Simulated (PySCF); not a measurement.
H₈NSi₂, SMILES [NH2+]([SiH3])[SiH3], charge +1.

Geometry optimised at PBE0-D3(BJ)/def2-SVP. The isomer is the one that the SMILES or the coordinates give; other isomers of the formula were not compared.

These are TDA-PBE/def2-SVPD run with PySCF values and carry that method's errors.

Vertical excitations. The molecule is in vacuum. State labels are in the subgroup C2.

Q: List the lowest excited states. (The exact figures need the calculation; the answer reports its results.)

A: 
| state | symmetry | energy (eV) | λ (nm) | f | main pairs |
|---|---|---|---|---|---|
| S1 | B | 7.01 | 177 | 0.000 | HOMO→LUMO 99 % |
| S2 | A | 7.11 | 174 | 0.000 | HOMO−1→LUMO 100 % |
| S3 | A | 7.30 | 170 | 0.001 | HOMO−2→LUMO 99 % |
| S4 | B | 7.34 | 169 | 0.007 | HOMO−3→LUMO 99 % |
| S5 | A | 8.69 | 143 | 0.000 | HOMO−1→LUMO+1 88 % |
| S6 | A | 8.71 | 142 | 0.001 | HOMO→LUMO+2 94 % |
| S7 | B | 8.71 | 142 | 0.021 | HOMO→LUMO+1 81 % |
| S8 | B | 8.80 | 141 | 0.002 | HOMO−3→LUMO+1 50 %, HOMO−1→LUMO+2 48 % |
| S9 | B | 8.82 | 141 | 0.062 | HOMO−4→LUMO 66 %, HOMO−2→LUMO+2 27 % |
| S10 | B | 8.92 | 139 | 0.008 | HOMO−1→LUMO+2 44 %, HOMO−3→LUMO+1 39 %, HOMO→LUMO+4 10 % |
| T1 | B | 6.71 | 185 | 0 | HOMO→LUMO 99 % |
| T2 | A | 6.83 | 181 | 0 | HOMO−1→LUMO 98 % |
| T3 | A | 6.96 | 178 | 0 | HOMO−2→LUMO 98 % |
| T4 | B | 7.02 | 177 | 0 | HOMO−3→LUMO 98 % |
Triplets are in the Tamm–Dancoff approximation.
